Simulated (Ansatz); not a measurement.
One change: `F[SiH2][GeH2][SiH3]` becomes `[SiH3][GeH2][SiH2][GeH2][SiH3]`.

Ansatz, PBE0-D4/def2-TZVP geometries, multiplicity 1. Each molecule was computed in one conformer, which needn't be the lowest.

Scalar relativity is left out up to krypton.

```tsv
property	`F[SiH2][GeH2][SiH3]`
HOMO energy (PBE/def2-TZVPP) / eV	-6.90
HOMO energy (PBE0/def2-TZVPP) / eV	-7.99
HOMO–LUMO gap (PBE0/def2-TZVPP) / eV	7.34
HOMO–LUMO gap (B3LYP/def2-TZVPP) / eV	6.96
LUMO energy (B3LYP/def2-TZVPP) / eV	-0.83
LUMO energy (ωB97M-V/def2-TZVPP) / eV	1.09
```

What does the change do to each property? (Best estimate.)

Ansatz gave: 
```csv
property,`[SiH3][GeH2][SiH2][GeH2][SiH3]`,shift
HOMO energy (PBE/def2-TZVPP) / eV,-6.76,0.14
HOMO energy (PBE0/def2-TZVPP) / eV,-7.77,0.22
HOMO–LUMO gap (PBE0/def2-TZVPP) / eV,7.44,0.10
HOMO–LUMO gap (B3LYP/def2-TZVPP) / eV,7.06,0.10
LUMO energy (B3LYP/def2-TZVPP) / eV,-0.49,0.34
LUMO energy (ωB97M-V/def2-TZVPP) / eV,1.30,0.21
```

With PBE0 the HOMO rises by 0.22 eV and the LUMO rises by 0.32 eV, so the gap widens by about 0.10 eV. PBE moves the HOMO by 0.14 eV and ωB97M-V by 0.26 eV.

B3LYP here is the variant with VWN-RPA as its local correlation; programs differ in this.
